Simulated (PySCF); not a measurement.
Si(Br)2(OH)2 (Br2H2O2Si), SMILES O[Si](Br)(O)Br. Geometry: PBE-D3(BJ)/def2-SVP. The values are those of a single conformer.

The numbers are results of PBE-D3(BJ)/def2-SVP run with PySCF, not measurements.

Harmonic wavenumbers (cm⁻¹): 95, 142, 177, 229, 231, 245, 269, 400, 487, 769, 828, 858, 948, 3740, 3742. Rotational constants (GHz): 2.311, 0.8290, 0.7290; symmetry number 2.

### Question
Work out the zero-point energy and the ideal-gas rigid-rotor harmonic-oscillator thermochemistry at 298.15 K and 1 atm.

### Answer
ZPE = ½ Σ hcν = ½ × 13160 cm⁻¹ = 78.71 kJ/mol. H − E(el) = 101.21 kJ/mol. Entropy in J/(mol K): translation 176.12, rotation 119.01, vibration 76.00, total 371.13. G − E(el) = -9.44 kJ/mol. Cp = 108.08 J/(mol K). Modes under 150 cm⁻¹ make the vibrational entropy uncertain.
